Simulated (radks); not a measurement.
All-electron atom: Cr4+ in [Ar] 3d2.

Method: non-relativistic Kohn-Sham, LDA (Slater exchange, Perdew-Wang correlation), spin-unpolarised, spherical densities, point nucleus; computed with a radial shooting solver on a logarithmic mesh with Libxc functionals.

Energy parts (eV):
part                      energy
total                 -28251.285
kinetic                28216.999
electron-nucleus      -65970.551
Hartree                10711.446
exchange-correlation   -1209.179

Orbitals (lengths in bohr, moments of r in powers of bohr; <r^-3> diverges for s and p1/2; r(max) is where P^2 peaks):
orbital  occ.  eigenvalue (eV)   r(max)  <r^-3>
1s          2        -5881.627  0.04232       -
2s          2        -719.5733   0.2467       -
2p          6        -621.7991   0.1988   350.0
3s          2        -130.9630   0.7748       -
3p          6        -103.2043   0.7845   46.10
3d          2         -58.5615   0.7575   4.561

The highest occupied level is 3d at -58.562 eV. For comparison, the ionisation energy in NIST's Atomic Spectra Database is 69.46 eV (semi-empirical). In exact Kohn-Sham theory the highest level is minus the ionisation energy, but local and semilocal functionals leave it too shallow, through self-interaction and a potential that decays too fast; potentials with the right tail come closer. The density falls to 0.001 e/bohr^3 at r = 2.54 bohr. Virial ratio -V/T = 2.00122.

Beside tabulated values, note that spin-unpolarised runs miss the spin-polarisation part of the exchange energy of open shells.
